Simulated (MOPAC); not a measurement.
MOPAC input (MNDO):

```
MNDO 1SCF UHF MS=0.5 GEO-OK AUX(PRECISION=9) THREADS=1
C3HFNS

F    -1.96370700 1   -1.24484600 1    0.12168900 1
C    -0.84251700 1   -0.54383700 1    0.05207800 1
C    -0.73211400 1    0.80276100 1    0.06249200 1
S     0.89563300 1    1.30758100 1   -0.04550200 1
C     1.33972800 1   -0.36474300 1   -0.09943100 1
N     0.34015300 1   -1.20137800 1   -0.04023200 1
H     2.37158200 1   -0.67312000 1   -0.17638300 1
```

From the output:

```
                                                       MOPAC v23.2.5 Linux

          FINAL HEAT OF FORMATION =         82.93166 KCAL/MOL =     346.98608 KJ/MOL

          COSMO AREA              =        115.38 SQUARE ANGSTROMS
          COSMO VOLUME            =        104.06 CUBIC ANGSTROMS

          IONIZATION POTENTIAL    =          9.831256 EV
          ALPHA SOMO LUMO (EV)    =        -10.002 -1.185
          BETA  SOMO LUMO (EV)    =         -9.831 -2.963
          NO. OF ALPHA ELECTRONS  =         16
          NO. OF BETA  ELECTRONS  =         15
          MOLECULAR WEIGHT        =        102.1060         POINT GROUP:  Cs

          MOLECULAR DIMENSIONS (Angstroms)

            Atom       Atom       Distance
            H     7    F     1     4.38297
            N     6    S     4     2.41541
            C     3    S     4     0.00000

          SCF CALCULATIONS        =          1

   ATOM   CHEMICAL          X               Y               Z
  NUMBER   SYMBOL      (ANGSTROMS)     (ANGSTROMS)     (ANGSTROMS)

     1       F         -1.96370700  *  -1.24484600  *   0.12168900  *
     2       C         -0.84251700  *  -0.54383700  *   0.05207800  *
     3       C         -0.73211400  *   0.80276100  *   0.06249200  *
     4       S          0.89563300  *   1.30758100  *  -0.04550200  *
     5       C          1.33972800  *  -0.36474300  *  -0.09943100  *
     6       N          0.34015300  *  -1.20137800  *  -0.04023200  *
     7       H          2.37158200  *  -0.67312000  *  -0.17638300  *

                             CARTESIAN COORDINATES

   1    F       -1.963707000    -1.244846000     0.121689000
   2    C       -0.842517000    -0.543837000     0.052078000
   3    C       -0.732114000     0.802761000     0.062492000
   4    S        0.895633000     1.307581000    -0.045502000
   5    C        1.339728000    -0.364743000    -0.099431000
   6    N        0.340153000    -1.201378000    -0.040232000
   7    H        2.371582000    -0.673120000    -0.176383000

           Empirical Formula: C3 H N F S  =     7 atoms

      MOLECULAR POINT GROUP   :   Cs

          ALPHA EIGENVALUES
 -48.55694 -41.55274 -31.49331 -28.22740 -21.83208 -21.29626 -18.51015 -18.21079
 -17.08144 -16.19131 -15.08471 -14.07776 -12.33928 -11.36539 -11.12285 -10.00216
  -1.18483   0.22744   0.40302   1.08756   2.35021   3.26383   3.67273   4.39506
   5.52574

           BETA EIGENVALUES
 -48.11995 -41.35339 -30.91888 -27.98660 -21.69689 -21.08192 -18.45557 -17.41779
 -16.95092 -16.18936 -14.41612 -14.01042 -12.45406 -11.61655  -9.83126  -2.96347
  -0.24699   0.67303   1.15758   1.22806   2.62540   3.44055   4.01131   4.63876
   5.71152

              NET ATOMIC CHARGES AND DIPOLE CONTRIBUTIONS

  ATOM NO.   TYPE          CHARGE      No. of ELECS.   s-Pop       p-Pop
    1          F          -0.101019        7.1010     1.87805     5.22297
    2          C           0.265428        3.7346     1.17891     2.55567
    3          C          -0.296786        4.2968     1.53479     2.76199
    4          S           0.311299        5.6887     1.84938     3.83932
    5          C          -0.073079        4.0731     1.30183     2.77125
    6          N          -0.239831        5.2398     1.71010     3.52973
    7          H           0.133988        0.8660     0.86601
 DIPOLE           X         Y         Z       TOTAL
 POINT-CHG.     2.926     1.800    -0.182     3.440
 HYBRID         0.284    -1.781    -0.044     1.804
 SUM            3.210     0.019    -0.226     3.218

          ATOMIC ORBITAL ELECTRON POPULATIONS

     Atom    s        px        py        pz
    1  F   1.87805   1.52691   1.80590   1.89015
    2  C   1.17891   0.78561   0.85739   0.91267
    3  C   1.53479   1.20018   1.13932   0.42249
    4  S   1.84938   1.01575   1.08032   1.74325
    5  C   1.30183   0.96971   0.93940   0.86214
    6  N   1.71010   1.00366   1.35805   1.16803
    7  H   0.86601

                    (SZ)    =    0.500000
                    (S**2)  =    0.817713

          ATOMIC ORBITAL SPIN POPULATIONS

    Atom   Total    s     px     py     pz
         Atomic
    1  F  0.0697  0.003 -0.011 -0.004  0.082
    2  C  0.5604  0.027  0.019  0.014  0.500
    3  C  0.2264  0.010  0.001 -0.016  0.231
    4  S -0.0518  0.002 -0.015 -0.025 -0.013
    5  C  0.5093  0.027  0.025  0.027  0.430
    6  N -0.2891 -0.007 -0.028 -0.019 -0.235
    7  H -0.0250 -0.025

 **********************
 *                    *
 * JOB ENDED NORMALLY *
 *                    *
 **********************

 == MOPAC DONE ==
```

The geometry given is a B3LYP-D3(BJ)/def2-TZVP minimum.
